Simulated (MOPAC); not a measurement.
MOPAC input (PM6):

```
PM6 FORCE THERMO(298,298) PRECISE LET GEO-OK AUX(PRECISION=9) THREADS=1
C4H10O

C    -1.66318901 1   -0.79930083 1   -0.32756075 1
C    -0.50215899 1    0.06511155 1    0.17130460 1
C    -0.48503234 1    1.43078932 1   -0.51968984 1
C     0.83328173 1   -0.67316605 1   -0.04781012 1
O     1.75280629 1   -0.03977164 1    0.86911119 1
H    -2.62150469 1   -0.28601072 1   -0.18424191 1
H    -1.72217048 1   -1.75059196 1    0.21207000 1
H    -1.57620970 1   -1.02463157 1   -1.39585349 1
H    -0.61166703 1    0.22944599 1    1.27547072 1
H    -0.43478668 1    1.34292744 1   -1.60922045 1
H     0.38785046 1    2.01212886 1   -0.19159684 1
H    -1.37975024 1    2.01255964 1   -0.27571231 1
H     0.76616274 1   -1.74216846 1    0.21911228 1
H     1.21244061 1   -0.56885625 1   -1.07689026 1
H     2.65967743 1   -0.35081600 1    0.70151065 1
```

From the output:

```
     H   15   0.054288   0.053257   3.760576

          HEAT OF FORMATION =     -65.825781 KCALS/MOLE

          ZERO POINT ENERGY      76.613 KCAL/MOL

           NORMAL COORDINATE ANALYSIS (Total motion = 1 Angstrom)

   Root No.       1         2         3         4         5         6         7         8

                 1 A       2 A       3 A       4 A       5 A       6 A       7 A       8 A

                  55.7     107.3     153.5     177.6     261.9     356.2     415.1     487.6

           1   -0.0170   -0.0010   -0.0008    0.0025   -0.0111   -0.0057   -0.0258    0.0555
           2    0.0282    0.0088   -0.0019   -0.0042   -0.0067    0.0581    0.0042    0.0113
           3   -0.0204    0.0007   -0.0086    0.0045    0.0347    0.0294    0.0012   -0.0200
           4   -0.0170   -0.0013   -0.0006    0.0029   -0.0152   -0.0044   -0.0211    0.0443
           5   -0.0187    0.0020   -0.0006    0.0007   -0.0172   -0.0299   -0.0173   -0.0406
           6    0.0126    0.0017    0.0013    0.0049   -0.0282   -0.0202    0.0496    0.0403
           7    0.0292    0.0039    0.0015   -0.0002    0.0329   -0.0503    0.0017   -0.0229
           8   -0.0370    0.0005   -0.0014    0.0016   -0.0363   -0.0122   -0.0265   -0.0161
           9    0.0053   -0.0086    0.0128    0.0080   -0.0244    0.0043   -0.0349   -0.0101
          10   -0.0205   -0.0029    0.0010   -0.0019   -0.0014    0.0269    0.0216   -0.0244
          11   -0.0459   -0.0092    0.0054    0.0055    0.0180   -0.0171    0.0437    0.0031
          12    0.0287    0.0084   -0.0021   -0.0005   -0.0436   -0.0174    0.0264   -0.0113
          13    0.0221   -0.0118   -0.0012   -0.0009   -0.0181    0.0321    0.0211   -0.0400
          14    0.0661   -0.0406   -0.0026   -0.0019    0.0368   -0.0101   -0.0116    0.0240
          15   -0.0216    0.0095   -0.0023   -0.0142    0.0459   -0.0036   -0.0171    0.0143
          16   -0.0175    0.0000   -0.0093   -0.0021    0.0321    0.0716   -0.0456    0.0274
          17    0.0485    0.0053    0.1711    0.0714    0.0122    0.1019    0.0108    0.0351
          18   -0.0339    0.0034   -0.1264   -0.0474    0.0428    0.0385   -0.0126   -0.0493
          19   -0.0507   -0.0042    0.0039    0.0080   -0.0118   -0.0795   -0.0455   -0.0015
          20    0.0419    0.0093    0.0101   -0.0002   -0.0040    0.0921    0.0114    0.0335
          21   -0.0206   -0.0044    0.1949    0.0970    0.0743    0.0608   -0.0173   -0.0484
          22    0.0168    0.0009    0.0027    0.0010   -0.0514   -0.0075    0.0141    0.1367
          23    0.0335    0.0136   -0.1867   -0.0877   -0.0229    0.0789    0.0134    0.0330
          24   -0.0331    0.0025   -0.1049   -0.0375    0.0454    0.0410   -0.0126   -0.0496
          25   -0.0514   -0.0041   -0.0047    0.0036    0.0026   -0.0028   -0.0460    0.0626
          26   -0.0186    0.0066   -0.0052    0.0002   -0.0404   -0.0428   -0.0056   -0.0449
          27    0.0254    0.0055    0.0002    0.0040   -0.0446   -0.0281    0.0580    0.0215
          28    0.0556    0.0267   -0.0704    0.1593    0.0702   -0.0705   -0.0134   -0.0801
          29   -0.0321   -0.0124    0.0343   -0.0617   -0.0277   -0.0154   -0.0759   -0.0784
          30   -0.0025   -0.0273    0.0689   -0.1054   -0.0342    0.0099   -0.0646   -0.0318
          31    0.0295    0.0047   -0.0033    0.0105    0.0342   -0.0505    0.0004   -0.0250
          32   -0.0771   -0.0027    0.0004   -0.0026   -0.0830    0.0408   -0.0548    0.0607
          33    0.0099    0.0253   -0.0786    0.2120   -0.0068    0.0158   -0.0734   -0.0295
          34    0.0427   -0.0210    0.0807   -0.1743    0.0419   -0.0854    0.0466   -0.0510
          35   -0.0206    0.0167   -0.0402    0.0703   -0.0202   -0.0377    0.0438    0.0064
          36   -0.0007   -0.0250    0.0589   -0.0837   -0.0320    0.0099   -0.0654   -0.0318
          37    0.0327    0.0105   -0.0020   -0.0074    0.0135    0.0369    0.0090   -0.0278
          38   -0.0916   -0.0246    0.0083    0.0092    0.0213   -0.0193    0.0707    0.0130
          39    0.1048    0.0326   -0.0089   -0.0035   -0.0965   -0.0323   -0.0703   -0.0481
          40   -0.1065   -0.0303    0.0044   -0.0047    0.0471    0.0430    0.0487   -0.0328
          41   -0.0903   -0.0266    0.0119    0.0110    0.0417   -0.0099    0.1249    0.0408
          42   -0.0014    0.0004    0.0021    0.0026   -0.0268   -0.0122    0.0746    0.0122
          43   -0.0005    0.2183    0.0047   -0.0177    0.0456    0.0343   -0.0236    0.0009
          44    0.0316    0.6336    0.0191   -0.0227    0.0419   -0.0148   -0.0031    0.0248
          45   -0.0179   -0.1897   -0.0096   -0.0140    0.0825   -0.0005   -0.0500    0.0408

   Root No.       9        10        11        12        13        14        15        16

                 9 A      10 A      11 A      12 A      13 A      14 A      15 A      16 A

                 907.6     913.5     947.3     970.3     979.1    1076.5    1113.7    1148.1

           1    0.0131    0.0291   -0.0164   -0.0124   -0.0333   -0.0105    0.0006    0.0286
           2    0.0030    0.0001    0.0248   -0.0353   -0.0188    0.0046   -0.0095   -0.0054
           3   -0.0102   -0.0211   -0.0116   -0.0302    0.0136   -0.0037    0.0138    0.0237
           4    0.0037   -0.0011    0.0128    0.0060    0.0159    0.0085    0.0004   -0.0341
           5    0.0113   -0.0027    0.0027   -0.0194   -0.0126   -0.0047    0.0207    0.0003
           6   -0.0084   -0.0291    0.0012   -0.0017   -0.0068    0.0282   -0.0221   -0.0383
           7   -0.0174   -0.0088    0.0287    0.0176    0.0329   -0.0043   -0.0003    0.0122
           8   -0.0400   -0.0216   -0.0134    0.0330   -0.0016    0.0009   -0.0191    0.0054
           9    0.0060   -0.0219    0.0092    0.0207   -0.0241   -0.0175    0.0125    0.0127
          10    0.0157   -0.0101   -0.0005    0.0031   -0.0007    0.0768    0.0361    0.0252
          11    0.0643    0.0092   -0.0092   -0.0009    0.0246   -0.0089   -0.0271    0.0044
          12    0.0001    0.0490    0.0013    0.0061    0.0075   -0.0096    0.0296    0.0209
          13   -0.0043   -0.0039   -0.0017   -0.0070    0.0014   -0.0542   -0.0300   -0.0216
          14   -0.0086    0.0055    0.0026    0.0018   -0.0018    0.0044    0.0216   -0.0010
          15    0.0052    0.0018   -0.0008   -0.0008    0.0043   -0.0236   -0.0172   -0.0001
          16    0.0528    0.1307   -0.0314    0.2232   -0.0444    0.0170   -0.0209   -0.0324
          17   -0.0042   -0.0022   -0.0516    0.0447    0.0264   -0.0047    0.0144    0.0145
          18    0.0166    0.0363    0.0284    0.0441   -0.0270    0.0181   -0.0146   -0.0209
          19    0.0321    0.0384    0.1311   -0.1777   -0.1321    0.0085   -0.0456   -0.0010
          20   -0.0038   -0.0016   -0.0416    0.0488    0.0273   -0.0014    0.0114    0.0003
          21    0.0180    0.0399    0.0241    0.0553   -0.0268    0.0210   -0.0193   -0.0392
          22   -0.0403   -0.0755   -0.1436   -0.0791    0.0777   -0.0522    0.0730    0.1118
          23   -0.0026    0.0032   -0.0483    0.0491    0.0215   -0.0009    0.0110   -0.0057
          24    0.0146    0.0338    0.0219    0.0509   -0.0228    0.0195   -0.0161   -0.0282
          25   -0.0168   -0.0299   -0.0734   -0.0394    0.0442   -0.0854   -0.0114   -0.0870
          26   -0.0620    0.0468   -0.0392   -0.0210   -0.0002    0.0899    0.0249   -0.0442
          27   -0.0332    0.0228    0.0093    0.0100   -0.0135    0.1091   -0.0055   -0.0318
          28   -0.0305    0.0261   -0.1074   -0.0258   -0.0225    0.0361   -0.0326   -0.0404
          29   -0.0845    0.0733   -0.1129   -0.0624    0.0442    0.0800   -0.0678   -0.0567
          30   -0.0276    0.0359   -0.0151   -0.0328    0.0352    0.0303   -0.0165   -0.0170
          31   -0.0153   -0.0048    0.0180    0.0117    0.0278   -0.0007   -0.0014    0.0042
          32   -0.0491   -0.0181    0.1774    0.0526    0.1647   -0.0174    0.0115    0.0448
          33   -0.0271    0.0400   -0.0202   -0.0342    0.0354    0.0342   -0.0187   -0.0277
          34    0.0081   -0.0505   -0.0660    0.0443   -0.0974   -0.0149   -0.0003   -0.0068
          35    0.0137   -0.1280   -0.0025    0.1198   -0.1398   -0.0700    0.0190    0.0472
          36   -0.0203    0.0368   -0.0222   -0.0335    0.0309    0.0284   -0.0112   -0.0232
          37   -0.0119   -0.0177   -0.0023   -0.0027   -0.0043    0.0737   -0.1744    0.1638
          38    0.0152    0.0284    0.0007    0.0009    0.0083   -0.0289    0.1040   -0.0804
          39    0.2452   -0.0296   -0.0325   -0.0000    0.0695    0.0390    0.0112   -0.0302
          40   -0.0626    0.0052    0.0058   -0.0150   -0.0243   -0.0763    0.2733   -0.0779
          41   -0.1346    0.0753    0.0165    0.0072   -0.0225   -0.0006   -0.0833    0.0398
          42   -0.1119    0.0790    0.0149    0.0095   -0.0195   -0.0068   -0.0202    0.0356
          43   -0.0264   -0.0682    0.0037    0.0009   -0.0238    0.1140   -0.0218   -0.0715
          44   -0.0110    0.0145    0.0014    0.0021   -0.0011   -0.0193    0.0292   -0.0014
          45   -0.0083   -0.0483    0.0034    0.0050   -0.0137    0.1122   -0.0186   -0.0416

   Root No.      17        18        19        20        21        22        23        24

                17 A      18 A      19 A      20 A      21 A      22 A      23 A      24 A

                1187.9    1189.9    1244.1    1252.2    1257.4    1260.8    1264.9    1267.1

           1   -0.0399   -0.0010    0.0000   -0.0080    0.0047    0.0151    0.0078    0.0133
           2    0.0151   -0.0128   -0.0080   -0.0149   -0.0063   -0.0116   -0.0113    0.0092
           3   -0.0070    0.0002    0.0075    0.0083   -0.0223   -0.0125    0.0089   -0.0005
           4    0.0355   -0.0021    0.0073    0.0193   -0.0123   -0.0331   -0.0135   -0.0288
           5   -0.0137    0.0448    0.0265   -0.0006    0.0010    0.0131   -0.0009    0.0090
           6   -0.0203   -0.0145   -0.0174   -0.0081    0.0047    0.0205    0.0117    0.0169
           7   -0.0113    0.0003   -0.0055   -0.0206    0.0030    0.0061    0.0136   -0.0066
           8   -0.0001   -0.0473   -0.0086    0.0037    0.0004   -0.0022   -0.0016    0.0023
           9    0.0110    0.0217   -0.0016    0.0025    0.0142   -0.0188    0.0085    0.0051
          10    0.0259   -0.0111   -0.0024   -0.0003    0.0032   -0.0007   -0.0009   -0.0040
          11   -0.0024   -0.0016   -0.0114    0.0010   -0.0006   -0.0041    0.0001   -0.0008
          12    0.0312   -0.0124    0.0115    0.0021    0.0014   -0.0035   -0.0013   -0.0031
          13   -0.0217    0.0088    0.0060    0.0021   -0.0019   -0.0050   -0.0013   -0.0016
          14    0.0044   -0.0062   -0.0035    0.0003   -0.0002   -0.0004   -0.0003   -0.0014
          15   -0.0007   -0.0010   -0.0110    0.0037   -0.0015   -0.0064   -0.0026   -0.0058
          16   -0.0424    0.0232   -0.0057   -0.0313   -0.0829   -0.0119    0.0279    0.0677
          17   -0.0038    0.0354    0.0154    0.1183   -0.0752    0.0454    0.1579   -0.0319
          18   -0.0056   -0.0160   -0.0127   -0.0906   -0.0013   -0.0486   -0.0926    0.0515
          19    0.0188   -0.0555   -0.0201    0.0644    0.0215    0.0272    0.0453   -0.0445
          20   -0.0088    0.0175    0.0024   -0.0363    0.0051   -0.0089   -0.0310    0.0205
          21   -0.0197   -0.0037   -0.0153   -0.0309    0.2192    0.0518   -0.1335   -0.0638
          22   -0.0754    0.0274    0.0358   -0.0240    0.0576   -0.0327   -0.1015   -0.0225
          23   -0.0203    0.0384    0.0066    0.0984    0.1534    0.0998    0.0224   -0.1103
          24   -0.0032    0.0078   -0.0058    0.0685    0.0441    0.0635    0.0648   -0.0474
          25    0.2810    0.1031   -0.0491   -0.0709    0.0355    0.0934    0.0391    0.0654
          26   -0.0193    0.2709   -0.1590    0.0022   -0.0118   -0.0522   -0.0127   -0.0115
          27   -0.1183    0.0795   -0.0940    0.0287   -0.0208   -0.0654   -0.0138   -0.0306
          28    0.0304   -0.0685    0.0110    0.1058    0.1000   -0.0895    0.0173    0.1228
          29   -0.0256   -0.1143    0.0057   -0.0676    0.0152   -0.0208    0.0659   -0.0534
          30   -0.0248   -0.0099   -0.0047   -0.0968   -0.0260    0.0172    0.0451   -0.0894
          31   -0.0060   -0.0003   -0.0035   -0.0088   -0.0072    0.0120   -0.0009   -0.0062
          32   -0.0533    0.0150    0.0012    0.0720    0.0210    0.0408   -0.0334    0.0985
```
